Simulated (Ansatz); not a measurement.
Start from `[CH3][Al]([Cl])[N]=C=O` and change one atom or group to get `[CH3][AlH][N]=C=O`.

Ansatz, PBE0-D4/def2-TZVP geometries, multiplicity 1. Each molecule was computed in one conformer, which needn't be the lowest.

```tsv
property	`[CH3][Al]([Cl])[N]=C=O`
HOMO–LUMO gap (PBE0/def2-TZVPP) / eV	7.63
size of the dipole moment (ωB97M-V/def2-TZVPP) / D	2.60
LUMO energy (PBE0/def2-TZVPP) / eV	-1.04
LUMO energy (ωB97M-V/def2-TZVPP) / eV	0.65
HOMO–LUMO gap (ωB97M-V/def2-TZVPP) / eV	11.54
LUMO energy (PBE/def2-TZVPP) / eV	-1.82
```

What does the change do to each property? (Estimate.)

Computed: 
```json
{"property": "HOMO–LUMO gap (PBE0/def2-TZVPP) / eV", "`[CH3][AlH][N]=C=O`": "6.79", "shift": "-0.84"}
{"property": "size of the dipole moment (ωB97M-V/def2-TZVPP) / D", "`[CH3][AlH][N]=C=O`": "2.64", "shift": "0.04"}
{"property": "LUMO energy (PBE0/def2-TZVPP) / eV", "`[CH3][AlH][N]=C=O`": "-1.28", "shift": "-0.24"}
{"property": "LUMO energy (ωB97M-V/def2-TZVPP) / eV", "`[CH3][AlH][N]=C=O`": "0.34", "shift": "-0.31"}
{"property": "HOMO–LUMO gap (ωB97M-V/def2-TZVPP) / eV", "`[CH3][AlH][N]=C=O`": "10.60", "shift": "-0.94"}
{"property": "LUMO energy (PBE/def2-TZVPP) / eV", "`[CH3][AlH][N]=C=O`": "-2.05", "shift": "-0.23"}
```

With PBE0 the HOMO rises by 0.59 eV and the LUMO falls by 0.24 eV, so the gap narrows by about 0.83 eV. PBE moves the HOMO by 0.51 eV and ωB97M-V by 0.63 eV. Dipoles are sizes alone; their direction can turn.

Positive LUMOs are unbound, so they and the gaps depend on the basis.
